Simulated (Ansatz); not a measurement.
Geometry optimisation, RKS B3LYP-D4/def2-SVP in Ansatz 0.2.0.

The input (input.yaml):

```yaml
crystal:
  periodic: [false, false, false]
  atoms:
    - { symbol: B, position_ang: [-1.7977, 0.8161, 0.1461] }
    - { symbol: S, position_ang: [-1.3903, -0.8039, 0.8854] }
    - { symbol: Al, position_ang: [-3.57096, -1.28336, 1.06106] }
    - { symbol: "N", position_ang: [-4.63951, -0.81536, 2.63027] }
    - { symbol: H, position_ang: [-2.0097, 1.7924, 0.8144] }
    - { symbol: H, position_ang: [-1.9662, 0.9824, -1.0373] }
    - { symbol: H, position_ang: [-4.36716, -2.07454, -0.13359] }
    - { symbol: H, position_ang: [-4.1226, -1.23176, 3.43501] }
    - { symbol: H, position_ang: [-4.45955, 0.21712, 2.67883] }
basis:
  gaussian: { orbitals: def2-SVP }
hamiltonian:
  xc: b3lyp
  dispersion: d4
relax:
  f_tol: 0.015
  max_steps: 40
```

Run as:

```bash
$ ansatz run input.yaml --threads 1 --pin off --max-ram 2048MiB --backend cpu --events-out ev --progress --plain --runs-dir out
```

Problem. Where does it end, and by what steps?

Solution. The forces met the threshold. After 32 steps the energy has fallen by 1.414 eV; S2 moved furthest, 1.40 Å.

| step | energy less start (eV) | largest force component (eV/Å) | accepted |
| --- | --- | --- | --- |
| 0 | 0.0000 | 1.952 | yes |
| 2 | -0.3158 | 1.110 | yes |
| 4 | -0.4587 | 1.593 | yes |
| 6 | -0.6812 | 0.896 | yes |
| 8 | -0.9530 | 0.549 | yes |
| 10 | -1.2027 | 0.553 | yes |
| 12 | -1.3519 | 0.479 | yes |
| 14 | -1.4001 | 0.215 | yes |
| 16 | -1.4090 | 0.074 | yes |
| 18 | -1.4111 | 0.129 | yes |
| 20 | -1.4120 | 0.088 | yes |
| 22 | -1.4126 | 0.056 | yes |
| 24 | -1.4133 | 0.028 | yes |
| 26 | -1.4079 | 0.279 | no |
| 28 | -1.4136 | 0.022 | yes |
| 30 | -1.4138 | 0.016 | yes |
| 32 | -1.4139 | 0.012 | yes |

```xyz
9
Properties=species:S:1:pos:R:3
B -1.884 0.941 0.175
S -2.064 -0.763 -0.345
Al -3.612 -1.544 1.059
N -4.197 -0.565 2.408
H -2.526 1.418 1.078
H -1.086 1.613 -0.426
H -4.160 -3.001 0.825
H -4.902 -0.877 3.070
H -3.894 0.377 2.636
```

Whether the end is a true minimum wasn't checked by a vibrational analysis.

Time of the run: 45 s on 1 thread of AMD EPYC 9R45 96-Core Processor (Zen 5), on a shared host, peak memory 0.2 GiB.
